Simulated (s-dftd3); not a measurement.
CHCl2, charge -1, singlet, geometry from GFN2-xTB; D3(bj) for tpss run with s-dftd3.

Input for s-dftd3:
```
$ s-dftd3 mol.xyz --bj tpss --json dftd3.json --noedisp --grad

# file mol.xyz
4

C     -0.12314110    -0.01095061     0.90506640
Cl    -0.00135195     1.46667290    -0.18181659
Cl    -0.00783095    -1.46169315    -0.21812909
H      0.89495595    -0.01895205     1.36867808
```

Output, abridged:

```
-----------------------------------
 s i m p l e   D F T - D 3  v1.4.0
-----------------------------------

Rational (Becke-Johnson) damping: tpss-D3(BJ)
---------------------
  s6         1.0000
  s8         1.9435
  s9         0.0000
  a1         0.4535
  a2         4.4752
 alp        14.0000
--------------------

Dispersion energy:      -3.8481008075224E-03 Eh

Gradient norm:           2.7754058783500E-04 Eh/a0
--------------------------------------------------
     #    Z           dE/dx      dE/dy      dE/dz
--------------------------------------------------
     1    6 C     1.136E-05 -1.867E-07  1.303E-05
     2   17 Cl   -1.040E-05  1.929E-04 -2.094E-05
     3   17 Cl   -1.125E-05 -1.922E-04 -2.571E-05
     4    1 H     1.029E-05 -4.397E-07  3.362E-05
--------------------------------------------------

Virial:
--------------------------------------------------
      component           x          y          z
--------------------------------------------------
          x       1.496E-05  1.652E-06  5.427E-05
          y       1.652E-06  1.066E-03  1.152E-05
          z       5.427E-05  1.152E-05  1.270E-04
--------------------------------------------------

[Info] JSON dump of results written to 'dftd3.json'
```
